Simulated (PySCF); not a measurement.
# Electron correlation in Co¹³⁺ (cobalt, charge +13)

Starting occupation: [Ne] 3s2 3p2, 3p1/2 with m_j = -1/2, +1/2. Computed with PySCF 2.14 in an even-tempered Gaussian basis (19 s from 1 bohr⁻², ratio 2.4; 13 p from 1.3 bohr⁻², ratio 2.4; 5 d from 5.9 bohr⁻², ratio 2.6; 4 f from 8.8 bohr⁻², ratio 2.6), with X2C-1e with screened-nucleus spin-orbit coupling, Gaussian nucleus. Frozen: 1s2; 12 electrons correlated; the 50 highest virtual spinors left out.

MP2 pair energies summed by pair of shells (mhartree):

```
 pair   energy  share (%)
2p-2p  -197.72       44.2
2p-2s   -57.98       13.0
3p-3s   -55.12       12.3
2p-3p   -37.23        8.3
2p-3s   -36.70        8.2
3s-3s   -28.50        6.4
3p-3p   -10.53        2.4
2s-2s   -10.28        2.3
2s-3p    -6.98        1.6
2s-3s    -6.25        1.4
```

Total MP2 correlation energy: -447.28 mhartree.

The GHF reference relaxed away from the jj start to a determinant that is no pure jj level (⟨S²⟩ = 1.90, ⟨J²⟩ = 1.18); the energies belong to that determinant.
